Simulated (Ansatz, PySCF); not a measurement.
Input for PySCF:
```python
from pyscf import gto, scf, dft

mol = gto.M(
    atom='''
Sb    0.271422   -0.029248    0.319029
C     0.477766    0.265396   -1.834885
H     1.524677    0.350279   -2.099457
H    -0.038614    1.171783   -2.130321
H     0.044764   -0.577527   -2.361629
C    -1.904786   -0.111624    0.157569
H    -2.191780   -0.931441   -0.491277
H    -2.275157    0.817869   -0.259969
H    -2.344313   -0.261957    1.136058
''',
    basis='def2-svp',
    ecp={'Sb': 'def2-svp'},
    charge=0,
    spin=1,
    verbose=3,
)

mf = dft.UKS(mol)
mf.xc = 'b3lyp'
mf.grids.atom_grid = (99, 590)
mf.grids.prune = None
mf.kernel()
```

Task: Give the equivalent Ansatz (a quantum-chemistry and plane-wave program) input.

Result: This is not unique; one that fits is 
Ansatz 0.2 input:
```yaml
crystal:
  periodic: [false, false, false]
  atoms:
    - {symbol: Sb, position_ang: [0.27142244, -0.02924782, 0.31902923]}
    - {symbol: C, position_ang: [0.47776629, 0.26539580, -1.83488527]}
    - {symbol: H, position_ang: [1.52467652, 0.35027894, -2.09945736]}
    - {symbol: H, position_ang: [-0.03861369, 1.17178323, -2.13032096]}
    - {symbol: H, position_ang: [0.04476422, -0.57752684, -2.36162937]}
    - {symbol: C, position_ang: [-1.90478649, -0.11162358, 0.15756945]}
    - {symbol: H, position_ang: [-2.19177955, -0.93144149, -0.49127743]}
    - {symbol: H, position_ang: [-2.27515745, 0.81786858, -0.25996902]}
    - {symbol: H, position_ang: [-2.34431331, -0.26195687, 1.13605841]}
basis:
  gaussian:
    orbitals: def2-SVP
hamiltonian:
  xc: b3lyp
magnetization: {spin_polarized: true, initial_magnetization: 1}
accuracy: high
```

Both were run: PySCF gave -320.069285 Eh and Ansatz -320.069285 Eh, 0.000 mEh apart.
